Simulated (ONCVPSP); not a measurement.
## Ag (Z = 47): one change to an ONCV potential, before and after

ONCVPSP 4.0.1 input, shortened (lines: element, Z, core and valence counts, functional; n l f; lmax; l rc ep ncon nbas qcut; lloc lpopt rc5 dvloc0; l nproj debl; icmod fcfact rcfact), PBE, fully relativistic:

```
  Ag 47.00    6    4        4      upf
    1    0    2.00
    2    0    2.00
    2    1    6.00
    3    0    2.00
    3    1    6.00
    3    2   10.00
    4    0    2.00
    4    1    6.00
    4    2   10.00
    5    0    1.00
    2
    0    1.35    0.00    4    7    9.50
    1    1.35    0.00    4    8   12.40
    2    1.30    0.00    4    8    8.80
    4    5    1.15    3.00
    0    2    3.10
    1    2    2.40
    2    2    0.40
    0    0.00    0.00
```

Open shells are filled in proportion to 2j + 1.

Change: scalar-relativistic.

Cutoffs: the cutoffs (Ha) at which the residual kinetic energy of the hardest occupied pseudo-wave falls to 1 and 0.1 mHa per electron; they do not see the model core or the augmentation charge, which bear on the density cutoff. Errors are all-electron minus pseudo energies relative to the spin-unpolarised reference configuration.

Q: What does the change do?

A: The potential gets neither clearly harder nor softer (43 Ha and 52 Ha → 43 Ha and 52 Ha); a bound ghost appears in p, which as a rule spoils a file; the miss of the reference levels goes from 0.00 to 1.22 eV; of the 4 tests that both files solve, the error grows in 4 and shrinks in 0 by more than 15 % and 0.3 meV (median size 0.9 → 813.6 meV).

| quantity | base | changed |
| --- | --- | --- |
| cutoff, loose | 43 Ha | 43 Ha |
| cutoff, tight | 52 Ha | 52 Ha |
| loose cutoff by channel | s 33 Ha, p 43 Ha, d 32 Ha | s 33 Ha, p 43 Ha, d 32 Ha |
| bound ghosts | none | p |
| GHOST(+) flags under 300 eV | none | none |
| largest miss of a reference level, eV | 0.00 | 1.22 |
| error for 4s2 4p6 4d10 5s0, meV [ΔE 7.76 eV] | +0.2 | -803 |
| error for 4s2 4p6 4d9 5s0, meV [ΔE 29.87 eV] | +1.6 | -825 |
| error for 4s2 4p6 4d8 5s0, meV [ΔE 66.07 eV] | +4.8 | -958 |
| error for 4s2 4p6 4d10 5s0 5p1, meV [ΔE 3.86 eV] | +0.1 | -803 |
| s: phases at 1.37 bohr within 0.05 rad from the reference energy up to (Ha; the scan ends near 5) | to the end of the scan | to the end of the scan |

Base: These tests converged, but a pseudo level misses the all-electron one widely, so the file describes the atom poorly there or has found another state: 4s2 4p6 4d10 5s0 5p1: empty 5s by 5.5 eV. A true bound ghost makes a file unfit for plane-wave use even where its test errors are small: the radial tests pick states by their node count and pass the ghost by.
